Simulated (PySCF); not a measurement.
## Computed properties of GaI2, SMILES [I][Ga+][I], charge +1

GaI2, SMILES [I][Ga+][I], charge +1. The structure is a stationary point at r2SCAN-D4/def2-SVP. The multiplicity is an assumed one; other spin states were not compared. The isomer is the one that the SMILES or the coordinates give; other isomers of the formula were not compared. The def2 effective core potentials stand for the cores of I; spin–orbit coupling is left out. Other conformers were not sampled. All values are computed for the isolated molecule unless a solvent is named; none is compared with measurement here.

**Structure.** The optimised structure has D∞h symmetry. All 4 harmonic modes at r2SCAN-D4/def2-SVP (PySCF) are real, so it is a minimum. With heavy atoms numbered as in [Ga+:1]([I:2])[I:3], the shortest bond between them is Ga1–I2 at 2.371 Å and the longest Ga1–I3 at 2.371 Å.

**Vibrations.** The strongest infrared lines (harmonic, unscaled, degenerate partners summed) lie at 393 cm⁻¹ (55 km/mol, Ga 78 %, I 22 %), 68 cm⁻¹ (6 km/mol, Ga 78 %, I 22 %). The softest mode is at 68 cm⁻¹ and the zero-point energy is 1.0 kcal/mol.

**Electronic structure.** CAM-B3LYP/def2-TZVPD (PySCF) places the frontier levels at -14.45 and -7.23 eV, a gap of 7.22 eV and a mean polarisability of 90.0 bohr³. PBE/def2-TZVPD (PySCF) at the same geometry gives -12.13 and -8.95 eV, so its gap is 4.04 eV narrower. An orbital gap is neither the optical nor the fundamental gap.

**Excitations.** TDDFT-CAM-B3LYP/def2-SVPD (PySCF) has S1 at 3.81 eV (326 nm, f = 0.000, dark); the most intense of the 10 singlets computed lies at 4.35 eV (f = 0.02). Strengths of degenerate partners are summed. T1 (TDA) is at 3.39 eV. TDDFT-PBE/def2-SVPD (PySCF) puts S1 at 3.27 eV. No vertical singlet excitation falls in the visible range (under 3.1 eV).
